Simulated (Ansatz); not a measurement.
ISn, charge +1, singlet, geometry from GFN2-xTB (such geometries of metal compounds can be far from the true shape) (core potentials on I, Sn); Ansatz (a first-principles code) with HF/def2-QZVPP.

Input for Ansatz:
Ansatz 0.2 input:
```yaml
crystal:
  periodic: [false, false, false]
  atoms:
    - {symbol: Sn, position_ang: [-0.00000000, -0.00000000, -1.37674874]}
    - {symbol: I, position_ang: [0.00000000, 0.00000000, 1.29881957]}
basis:
  gaussian:
    orbitals: def2-QZVPP.json
hamiltonian:
  xc: hf
total_charge: 1
```
The basis file holds def2-QZVPP in the JSON format of the Basis Set Exchange.

Task: Write the output that Ansatz gives for this input, abridged.

Result: 
```
Functional definition: HF
1064 factors; their error is unknown
mean field evaluation 1: about -13870.0995 eV, gradient 2.5e1 eV
mean field evaluation 2: about -13871.5477 eV, gradient 2.2e1 eV
mean field evaluation 4: about -13872.5911 eV, gradient 1.2e0 eV
mean field evaluation 8: about -13872.6014 eV, gradient 7.3e-2 eV
mean field -13873.05980434 eV, -509.8255443119 hartree, gradient 2.1e-5 eV, S^2 0.000000; 0 other end points of the search recorded, 0 dependent functions left out
reference -13873.05980434 eV, -509.8255443119 hartree; 23, 23 occupied and 141, 141 virtual orbitals, 1064 factors
Total energy: -13873.05980434 eV, -509.8255443119 hartree
```
